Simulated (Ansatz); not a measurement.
CH3SSbSe, SMILES `[Se]=C[S][SbH2]`, relaxed with RKS PBE0-D4/def2-TZVP in Ansatz 0.2.0 from a PBE-D4/def2-SVP geometry. The force threshold is 0.005 eV/Å; the program also tests the step.

Charge 0, multiplicity 1. Sb takes the def2 core potential.

Start:

```xyz
7

Se    1.143   -1.638   -2.366
C     0.460   -0.671   -1.036
S     1.421   -0.192    0.325
Sb   -0.142    1.122    1.814
H    -0.598   -0.337   -1.034
H    -0.943    1.850    0.455
H    -1.341   -0.135    1.841
```

(1) By how much does the energy fall, and how many steps does the optimiser take? (An estimate is asked.)

(2) Which bonds change most? (Estimate.)

(3) Give the relaxed structure. (An estimate is asked.)

Answers

(1) The calculation gave: 1.33 kcal/mol, in 10 steps, 3 of them rejected.

(2) The calculation gave: S3–Sb4 from 2.528 to 2.454 Å; Sb4–H7 from 1.738 to 1.710 Å; Sb4–H6 from 1.737 to 1.710 Å; C2–H5 from 1.109 to 1.088 Å.

(3) Computed: 
```xyz
7

Se    1.108   -1.612   -2.340
C     0.454   -0.679   -0.997
S     1.414   -0.124    0.311
Sb   -0.144    1.076    1.779
H    -0.602   -0.420   -0.957
H    -0.896    1.911    0.490
H    -1.333   -0.152    1.714
```
